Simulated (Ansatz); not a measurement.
Job for Ansatz (an electronic-structure program): U-CCSD(T)/def2-TZVPP on CdH2OSe (SMILES [OH][Cd][SeH]), a point of a bond scan (R = 3.978 Å). Elements past Kr take the def2 small-core potentials; no spin–orbit coupling. The run froze 19 orbitals, filled d shells among them.

Ansatz 0.2 input:
```yaml
crystal:
  periodic: [false, false, false]
  atoms:
    - {symbol: Cd, position_ang: [0.43542349, -0.58659809, -0.10571507]}
    - {symbol: O, position_ang: [1.50138246, -2.22921268, -0.45382337]}
    - {symbol: H, position_ang: [2.37931999, -2.19685356, -0.05914469]}
    - {symbol: Se, position_ang: [-0.99187593, 1.39292813, 0.21517457]}
    - {symbol: H, position_ang: [-2.54450882, -0.13316941, 3.54412693]}
basis:
  gaussian:
    orbitals: def2-TZVPP
correlation: {method: ccsd_t, electrons: outside_noble_gas}
scf: {omitted_lower_state_checks: [cluster_reference]}
magnetization: {spin_polarized: true, initial_magnetization: 0}
```

Q: What total energy does the run end on?

A: -2643.5444 hartree (reference determinant -2642.7170, T1 diagnostic 0.017). Its determinant has ⟨S²⟩ = 1.01, a mixture of spin states.

Q: How many basis functions does it have, and what does it roughly cost on one machine?

A: 163 functions; about 5 core-minutes (a rough figure).
